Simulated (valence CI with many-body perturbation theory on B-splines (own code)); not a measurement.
Results of a calculation; reference values are marked as such.
Hyperfine factors and g values of Pr XXXVIII

Method: relativistic CI+MBPT: four valence electrons over a frozen Dirac-Fock core [Ar], a basis of 9 s, 9 p, 10 d, 8 f, 5 g, 3 h, 1 i functions for each j, with the one-electron correlation potential Σ1, the two-electron term Σ2, the three-electron term Σ3, Breit, model QED; selected CI, second order for the rest (own B-spline code, finite nucleus).

No measured spectrum was set against this ion. As an estimate, large intervals hold to a few tenths of a per cent, small ones and those within an open d or f shell to about a per cent. Only levels of the ground parity were solved; by the run's estimate the other parity begins above the list, which can be wrong where configurations are misplaced.

A/g_I is the dipole constant over the nuclear g factor μ/I (μ in nuclear magnetons, uniformly magnetised nucleus), B/Q the quadrupole constant per barn. Both hold the static response of the core; the bare values leave it out. Large factors of s and p1/2 electrons are usually good to 5 to 10 %; those of open d and f shells near neutrality can be off by tens of per cent, and small factors of p3/2, d and f electrons come from cancelling terms and can be off by a factor of two or in sign, in half-filled shells by more. B is blank for J = 1/2, where it vanishes, and for nearly pure S terms. Energies count from the lowest level. Levels with J = 0 are left out.

Levels are named by their leading jj configuration (3d3/2^4 stands for four electrons in 3d with j = 3/2), which in mixed levels can hold well under half, so a name can repeat and another be missing. Letters in brackets count levels of one name in rising energy.

| Level | E (eV) | g | A/g_I (MHz) | A/g_I bare | B/Q (MHz/b) | B/Q bare |
| --- | --- | --- | --- | --- | --- | --- |
| (3d3/2^3 3d5/2) J=1 | 17.81 | 1.494 | -1860 | -1040 | 9390 | 9530 |
| (3d3/2^3 3d5/2) J=2 | 26.25 | 1.327 | 13900 | 14400 | 15200 | 15500 |
| (3d3/2^3 3d5/2) J=4 | 27.08 | 1.112 | 26200 | 26400 | -683 | -740 |
| (3d3/2^3 3d5/2) J=3 | 29.51 | 1.232 | 21400 | 21800 | 8630 | 8760 |
| (3d3/2^2 3d5/2^2) J=4 [a] | 44.55 | 1.152 | 21600 | 21900 | -9470 | -9650 |
| (3d3/2^2 3d5/2^2) J=2 [a] | 45.50 | 1.084 | 15000 | 15200 | 17100 | 17400 |
| (3d3/2^2 3d5/2^2) J=3 [a] | 46.50 | 1.081 | 20700 | 20900 | 4250 | 4320 |
| (3d3/2^2 3d5/2^2) J=5 | 49.62 | 1.078 | 24700 | 24900 | 22500 | 22800 |
| (3d3/2^2 3d5/2^2) J=1 | 51.63 | 1.190 | 25600 | 25900 | 1150 | 1150 |
| (3d3/2^2 3d5/2^2) J=6 | 51.85 | 1.085 | 26000 | 26200 | 26400 | 26800 |
| (3d3/2^2 3d5/2^2) J=4 [b] | 55.25 | 1.028 | 28200 | 28300 | -9640 | -9780 |
| (3d3/2^2 3d5/2^2) J=3 [b] | 56.02 | 1.124 | 26600 | 26800 | 8610 | 8760 |
| (3d3/2^2 3d5/2^2) J=2 [b] | 56.35 | 1.122 | 23900 | 24100 | 6980 | 7090 |
| (3d3/2^2 3d5/2^2) J=2 [c] | 65.00 | 1.018 | 33600 | 33700 | -1010 | -1040 |
| (3d3/2 3d5/2^3) J=4 [a] | 66.10 | 1.218 | 18200 | 18600 | 20100 | 20400 |
| (3d3/2 3d5/2^3) J=3 [a] | 71.35 | 1.128 | 16500 | 16800 | 1070 | 1100 |
| (3d3/2^2 3d5/2^2) J=4 [c] | 73.46 | 1.107 | 20000 | 20200 | 6530 | 6640 |
| (3d3/2 3d5/2^3) J=5 | 75.00 | 1.142 | 21400 | 21700 | -14700 | -15000 |
| (3d3/2 3d5/2^3) J=1 [a] | 75.10 | 0.850 | 28000 | 27900 | 11300 | 11400 |
| (3d3/2 3d5/2^3) J=6 | 75.99 | 1.069 | 24600 | 24700 | 30600 | 31100 |
| (3d3/2^2 3d5/2^2) J=2 [d] | 76.22 | 1.284 | 19500 | 20000 | -7940 | -8040 |
| (3d3/2 3d5/2^3) J=2 [a] | 82.00 | 1.012 | 28200 | 28200 | 22500 | 22900 |
| (3d3/2 3d5/2^3) J=3 [b] | 83.15 | 1.087 | 23600 | 23800 | 11700 | 11900 |
| (3d3/2 3d5/2^3) J=3 [c] | 93.45 | 1.059 | 26400 | 26600 | 34500 | 35000 |
| (3d3/2 3d5/2^3) J=1 [b] | 93.99 | 1.442 | 5240 | 5960 | -15500 | -15700 |
| (3d3/2 3d5/2^3) J=4 [b] | 94.57 | 1.033 | 26400 | 26500 | 29000 | 29500 |
| (3d3/2 3d5/2^3) J=2 [b] | 97.03 | 1.084 | 25000 | 25200 | -22300 | -22700 |
| (3d5/2^4) J=4 | 101.76 | 1.154 | 18700 | 19000 | -28400 | -28900 |
| (3d5/2^4) J=2 | 112.40 | 1.018 | 21100 | 21200 | 449 | 462 |

Take the isotope of mass number 141, with I = 5/2, μ = 4.266 μN and Q = -0.0589 b. What is the hyperfine structure of (3d3/2^3 3d5/2) J=3?

From the table A = 36500 MHz, B = -508 MHz. Shifts from the centre of gravity in MHz: F = 1/2: -365000, F = 3/2: -310000, F = 5/2: -219000, F = 7/2: -91100, F = 9/2: 73200, F = 11/2: 274000.
